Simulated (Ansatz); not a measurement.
Total energies of TeBr2 from Ansatz at PBE-D4/def2-TZVPD, gas phase (1 Eh = 27.2114 eV = 2625.5 kJ/mol). The reference geometry is relaxed at r2SCAN-D4/def2-TZVP.

```xyz
3

Te    1.014    0.226    0.200
Br   -0.899   -0.010    1.776
Br   -0.114   -0.216   -1.975
```

```tsv
state	geometry	energy (Eh)
charge 0 singlet	reference	-5415.61695
charge -1 doublet	reference	-5415.66564
free Te atom (triplet)	–	-267.97324
free Br atom (doublet)	–	-2573.72119
```

In the def2 sets Te takes a core potential; there is no spin–orbit coupling.

(1) Work out the vertical electron affinity, to the doublet.

(2) What is the binding energy per atom against free atoms?

(1) E(charge 0 singlet) − E(charge -1 doublet) = -5415.61695 − (-5415.66564) = 0.04869 Eh = 1.32 eV.

(2) Atoms: 1 × (-267.97324) + 2 × (-2573.72119) = -5415.41562 Eh. Binding: -5415.41562 − (-5415.61695) = 0.20133 Eh = 5.48 eV, or 1.83 eV for each of 3 atoms (no zero-point energy, no counterpoise term).

At PBE-D4/def2-TZVPD the highest occupied level of the charge -1 doublet lies above zero (up to 1.01 eV). By energy differences its removal costs 1.32 eV (vertical, to the charge 0 singlet, at PBE-D4/def2-TZVPD); a positive level beside a positive removal energy at the same level points to self-interaction error.
